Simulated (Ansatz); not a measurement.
Question: Name a neutral molecule of C, Cl, Se, Sn and H with LUMO energy (B3LYP/def2-TZVPP) between -1.75 and -1.45 eV and HOMO–LUMO gap (PBE0/def2-TZVPP) between 5.45 and 5.75 eV (Ansatz, PBE0-D4/def2-TZVP geometry).

Answer: `C[Se][SnH2][Cl]` (-1.46 eV, 5.70 eV). Other molecules can fit too; these were computed, each in one conformer that needn't be the lowest.

B3LYP here is the variant with VWN-RPA as its local correlation; programs differ in this.
